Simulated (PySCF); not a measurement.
**XPS shifts beside NMR shieldings**

Species: C7H13NSi.
Cartesian coordinates in Å at the PBE0-D3(BJ)/def2-SVP level; atoms count from 1:
```
atom  x, y, z in Å
C1    -2.3279    0.6426    1.7882
C2    -1.8479    0.3092    0.5862
C3    -2.3363    0.5242   -0.8381
C4    -1.0691   -0.2180   -1.3466
C5    -0.6477   -0.3974    0.1010
C6     0.4107   -0.9770    0.6891
C7     1.5540   -1.5811   -0.0516
Si8    2.9349   -0.2992   -0.2369
N9     2.2324    1.1225   -0.9401
H10   -3.2706    1.1868    1.8912
H11   -1.7941    0.3802    2.7056
H12   -3.2904    0.0285   -1.0739
H13   -2.4116    1.5796   -1.1432
H14   -0.3739    0.3858   -1.9493
H15   -1.2672   -1.1577   -1.8878
H16    0.4688   -0.9582    1.7842
H17    1.2518   -1.8959   -1.0637
H18    1.9624   -2.4605    0.4733
H19    3.5639   -0.1109    1.1166
H20    4.0091   -0.7733   -1.1636
H21    2.8453    1.8429   -1.3061
H22    1.4469    1.5406   -0.4505
```

Binding energies: delta-SCF UKS SCAN, pcX-2 on the ionised atom, pcseg-1 elsewhere, spin-free X2C (PySCF 2.14.0). Shieldings: GIAO PBE0/pcSseg-1, non-relativistic, same geometry.

```
atom  C 1s (eV)
  C1     289.25
  C2     290.08
  C3     290.35
  C4     290.25
  C5     289.75
  C6     289.74
  C7     290.01
```

Q: What are the absolute isotropic shieldings of these atoms?

A: 
```tsv
atom	environment	C 1s (eV)	isotropic shielding (ppm)
C1	terminal =CH2 carbon	289.25	76.6
C6	alkene CH carbon	289.74	61.2
C5	fully substituted alkene carbon	289.75	36.8
C7	sp3 carbon bound to silicon	290.01	165.8
C2	fully substituted alkene carbon	290.08	28.5
C4	allylic carbon	290.25	156.8
C3	allylic carbon	290.35	155.7
```

Q: Among the listed atoms, is the one with the highest binding energy also the least shielded?

A: No. The highest binding energy is at C3 (290.35 eV, shielding 155.7 ppm), the lowest shielding at C2 (28.5 ppm, 290.08 eV).

Over these 7 sites the two quantities correlate at r = 0.52. By binding energy: C1 < C6 ≈ C5 < C7 < C2 < C4 < C3. By shielding: C2 < C5 < C6 < C1 < C3 < C4 < C7.

Spin contamination (⟨S²⟩ against 0.75 for a pure doublet) is marked for C 1s of C2 (0.95), C 1s of C5 (0.87) and C 1s of C6 (0.85), which makes these values less certain. The structure is a single PBE0-D3(BJ)/def2-SVP conformer in the gas phase; no vibrational or solvent corrections.
